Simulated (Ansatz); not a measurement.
Cost and result up the ladder for In20 (relaxed from a model of In20 flat piece, whose bonding it doesn't keep) (20 atoms). The state is a singlet with charge 0. Geometry: PBE-D4/def2-SVP.

```xyz
20

In    3.366    3.695   -0.139
In   -0.521    3.778    1.505
In    0.976    5.760   -0.504
In    0.595    2.536   -1.232
In   -1.861    4.667   -1.363
In    2.037    2.493    2.291
In    2.784    0.571   -0.371
In   -0.211    0.698    1.375
In   -0.140   -0.228   -2.002
In   -2.532    1.693   -0.925
In    2.419   -0.520    2.778
In    1.105   -1.928    0.316
In   -2.300   -1.145    0.544
In   -0.640   -3.105   -1.924
In   -3.390   -0.908   -2.339
In    4.215   -2.735    1.478
In    1.731   -3.823    2.911
In   -0.980   -3.756    1.573
In   -3.342   -3.835   -0.408
In   -3.313   -3.911   -3.565
```

Ansatz on 4 threads of AMD EPYC 7R13 on a shared host and a share (37 GiB) of an NVIDIA H100 80GB HBM3. Times are rough, and most runs start from the orbitals of an earlier one. No level here is sound enough to serve as a yardstick. Binding counts from free atoms at the same level (In doublet; other spins of the atoms weren't run), without zero-point energy or a counterpoise term.

In the def2 sets In takes a core potential; there is no spin–orbit coupling. B3LYP takes the VWN-RPA correlation. Correlated methods freeze 80 core orbitals; core or outer-core shells of In are correlated, in sets that lack core-valence functions. The rows differ in basis, and correlated rows in double-zeta sets carry the largest basis error. Single mean-field runs in def2-SVP, def2-TZVP are fitted with def2-universal-jkfit.

Correlated methods converge slowly with the basis, most of all in double-zeta sets.

```json
{"level": "PBE-D4/def2-SVP", "functions": "520", "wall time": "12 s"}
{"level": "r2SCAN-D4/def2-TZVP", "functions": "1000", "wall time": "22 s"}
{"level": "PBE0-D4/def2-SVP", "functions": "520", "wall time": "24 s"}
{"level": "PBE-D4/def2-TZVP (with forces)", "functions": "1000", "wall time": "27 s"}
{"level": "B3LYP-D4/def2-TZVP", "functions": "1000", "wall time": "28 s"}
{"level": "MP2/def2-SVP", "functions": "520", "wall time": "29 s"}
{"level": "PBE0-D4/def2-TZVP", "functions": "1000", "wall time": "57 s"}
```

(1) Estimate what each level gives for the binding energy per atom (eV).

Results:

(1) 
```json
{"level": "PBE-D4/def2-SVP", "binding energy per atom (eV)": "1.97", "remarks": "restricted SCF unstable in HF"}
{"level": "r2SCAN-D4/def2-TZVP", "binding energy per atom (eV)": "1.93", "remarks": "restricted SCF unstable in HF"}
{"level": "PBE0-D4/def2-SVP", "binding energy per atom (eV)": "1.89", "remarks": "restricted SCF unstable in HF"}
{"level": "PBE-D4/def2-TZVP (with forces)", "binding energy per atom (eV)": "1.98", "remarks": "restricted SCF unstable in HF"}
{"level": "B3LYP-D4/def2-TZVP", "binding energy per atom (eV)": "1.70", "remarks": "restricted SCF unstable in HF"}
{"level": "MP2/def2-SVP", "binding energy per atom (eV)": "2.12", "remarks": "restricted SCF unstable"}
{"level": "PBE0-D4/def2-TZVP", "binding energy per atom (eV)": "1.90", "remarks": "restricted SCF unstable in HF"}
```
